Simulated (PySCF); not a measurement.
## Simulated characterisation data

- NMR shieldings at PBE0/pcSseg-1/GIAO
- GFN2-xTB structure
- program: PySCF 2.14
- no relativistic terms, equivalent nuclei averaged, a single conformation, gas phase

Referencing at the same level of theory: TMS for 1H and 13C. Splittings of carbon signals by F and P are missing where no couplings were computed. Where no couplings were computed, multiplicities follow the n + 1 count of equivalent neighbours, and m marks all less simple cases (inequivalent or close neighbours, rings, F or P nearby). Shifts are as computed. Against solution values, carbons near 30 ppm lie about +3 ppm off and those near 130 ppm about +5 ppm. Of 1211 compounds with measured shifts, 218 miss one by over three times the rms of a fit or turn the order of signals round; such compounds aren't used in these exercises. OH and NH positions are gas-phase values without hydrogen bonding to other molecules.

Compound 1 (C5H11O2P). 1H NMR (600 MHz, computed): δ 6.70 (m, 1H), 6.51 (m, 1H), 6.27 (m, 1H), 2.28 (br s, 1H), 1.66 (m, 1H), 1.35 (m, 3H), 1.08 (m, 3H). 13C{1H} NMR (computed): δ 142.6, 140.5, 33.6, 16.8, 14.7. Structure: `C=C[P@@](=O)(O)C(C)C`.

Compound 2 (C8H16). 1H NMR (600 MHz, computed): δ 5.38 (br s, 1H), 4.91 (br s, 1H), 1.93 (s, 2H), 1.92 (s, 3H), 0.97 (s, 9H). 13C{1H} NMR (computed): δ 153.0 (C), 120.5 (CH2), 52.8 (CH2), 33.6 (C), 31.3 (CH3), 29.7 (CH3). Structure: diisobutylene (SMILES CC(CC(=C)C)(C)C).
